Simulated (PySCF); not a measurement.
## Computed structure and properties of LaF3(NH3)

System: LaF3(NH3) (singlet); start: template (C3v). Method: PySCF 2.14.0, RKS PBE0, La lcecp-1-SVP with ECP46, F def2-SVP, N def2-SVP, H def2-SVP; non-relativistic Hamiltonian with scalar-relativistic core potentials where named; density fitting; no spin-orbit coupling.

Input of the relaxation:

```python
mol = gto.M(atom='''
La     0.01169    -0.01169     0.01169
F      1.27289     1.24951     1.27289
F     -1.24951    -1.27289     1.27289
F      1.27289    -1.27289    -1.24951
N     -1.50101     1.50101    -1.50101
H     -2.11411     2.11411    -0.96391
H     -0.96391     2.11411    -2.11411
H     -2.11411     0.96391    -2.11411''',
    basis={'La': 'lcecp-1-SVP', 'F': 'def2-SVP', 'N': 'def2-SVP', 'H': 'def2-SVP'},
    ecp={'La': 'lcecp-1-SVP'},
    charge=0, spin=0)
mf = dft.RKS(mol, xc='PBE0')
mf.grids.atom_grid = (50, 194)  # f atoms: unpruned, at least (60, 302)
mf = mf.density_fit()  # fitting sets: La AutoAux, F def2-universal-JKFIT, N def2-universal-JKFIT, H def2-universal-JKFIT
mf.conv_tol = 1e-08; mf.max_cycle = 55
mf.kernel(dm0)  # dm0: converged density of the start geometry
# quasi-Newton relaxation in Cartesian coordinates to a largest gradient under 0.00045 Eh/bohr, steps kept in the point group
```

Run from Python with OMP_NUM_THREADS=2; the lines above give its settings. Where DIIS fails, smearing, a level shift and second-order steps follow.
It took 37 s on 2 threads of Arm Neoverse V2, with other jobs on the host, from the converged density of the start.

Course of the relaxation:

| step | energy above end (eV) | largest force component within the symmetry (eV/Å) |
| --- | --- | --- |
| 0 | 0.1942 | 1.151 |
| 1 | 0.1038 | 0.694 |
| 2 | 0.0489 | 0.240 |
| 3 | 0.0178 | 0.197 |
| 4 | 0.0034 | 0.066 |
| 5 | 0.0028 | 0.049 |
| 6 | 0.0007 | 0.047 |
| 7 | 0.0004 | 0.046 |
| 8 | 0.0000 | 0.010 |
| 9 | 0.0000 | 0.006 |

Relaxed geometry (C3v):

```xyz
8

La    0.1225   -0.1225    0.1225
F     1.1801    1.4200    1.1801
F    -1.4200   -1.1801    1.1801
F     1.1801   -1.1801   -1.4200
N    -1.4412    1.4412   -1.4412
H    -2.0537    2.0537   -0.8992
H    -0.8992    2.0537   -2.0537
H    -2.0537    0.8992   -2.0537
```

```
     contact      Å
  La1–F2 (F)  2.149
  La1–F3 (F)  2.149
  La1–F4 (F)  2.149
La1–N5 (NH3)  2.708
```

On the finer grid (75, 302):

| Property | Result |
| --- | --- |
| HOMO | -9.01 eV |
| LUMO | -0.90 eV |
| Dipole about the centre of mass | 6.33 D |
| Set of Mulliken populations of La1 outside the core potential | s 2.11, p 6.27, d 1.24, f 0.11 |
| D3(BJ) dispersion energy (not in the energies) | -0.110 eV |

```
atom  Mulliken (e)  Löwdin (e)  spin (e)
 La1          1.28        0.88      0.00
  F2         -0.49       -0.38      0.00
  F3         -0.49       -0.38      0.00
  F4         -0.49       -0.38      0.00
  N5         -0.32       -0.05      0.00
  H6          0.17        0.11      0.00
  H7          0.17        0.11      0.00
  H8          0.17        0.11      0.00
```

The large-core potential holds the 4f shell empty.

On the grid (50, 194), as all that follows. Harmonic modes: a minimum within the noise of the softest modes; lowest 44 cm⁻¹ (negative: unstable), highest 3613 cm⁻¹, zero-point energy 1.145 eV.

Taking off one F (charge -1, singlet; the rest: singlet) in vacuum, both parts rigid, costs 10.51 eV; the small basis without counterpoise inflates it. Most of it is the attraction of opposite charges; other ways to part are cheaper, and one spin state was tried for the rest.

Rigid scan of F along the line from its metal:

```
distance to F2 (Å)  energy (eV)
              1.85        1.181
              1.95        0.451
              2.05        0.096
              2.15        0.000
              2.25        0.075
              2.35        0.264
              2.55        0.824
              2.85        1.808
              3.25        3.035
              3.75        4.216
```

Taking off one NH3 (charge 0, singlet; the rest: singlet) in vacuum, both parts rigid, costs 1.34 eV; the small basis without counterpoise inflates it.

Rigid scan of NH3 along the line from its metal:

(distance to N5 (Å), energy (eV)): (2.41, 0.275), (2.51, 0.106), (2.61, 0.023), (2.71, 0.000), (2.81, 0.017), (2.91, 0.061), (3.11, 0.190), (3.41, 0.410), (3.81, 0.664), (4.31, 0.888)

One start shape was tried, so this needn't be the lowest isomer.
